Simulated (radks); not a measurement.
The numbers below are computed, except where a source is named.
Ionisation of Au+, [Xe] 4f14 5d10, to Au2+, [Xe] 4f14 5d9, under several functionals. Scalar-relativistic Kohn-Sham, spin-polarised, spherical densities, finite nucleus; open shells are filled with parallel spins first (spin-orbit coupling, left out, can overturn this in heavy ions); a radial shooting solver on a logarithmic mesh with Libxc functionals.

functional                                      E(Au+) (hartree)  Exc (hartree)  IE (eV)  -e(HOMO) (eV)  <r> HOMO (bohr)  IE error (eV)
r2SCAN                                               -19009.4520      -362.6924   21.161         15.465            1.563         +0.958
exchange-only PBE                                    -19002.4942      -357.1708   19.937         14.313            1.590         -0.266
MS2 meta-GGA                                         -19006.7609      -360.8361   21.021         15.321            1.571         +0.818
B86b exchange with PBE correlation                   -19008.6298      -363.3829   21.062         15.349            1.575         +0.859
exchange-only B88                                    -19004.0148      -358.6968   19.927         14.294            1.587         -0.276
HCTH/407                                             -19018.1631      -373.3642   21.358         15.621            1.561         +1.155
PW91                                                 -19009.0688      -363.8231   21.122         15.404            1.575         +0.919
LDA (Slater exchange, Perdew-Wang correlation)       -18996.7710      -351.5460   21.355         15.620            1.577         +1.152
AM05                                                 -18997.2074      -352.0017   21.063         15.335            1.573         +0.860
XLYP                                                 -19009.3184      -364.0351   20.983         15.277            1.582         +0.780

NIST Atomic Spectra Database: 20.20 eV (measured). Closest: exchange-only PBE. The Delta-SCF values span 1.43 eV, the total energies 21.39 hartree. The highest occupied level is 5d. Open shells are spherical and high-spin; term and fine-structure splittings are not resolved. Spin-orbit splitting is averaged out at the scalar-relativistic level.
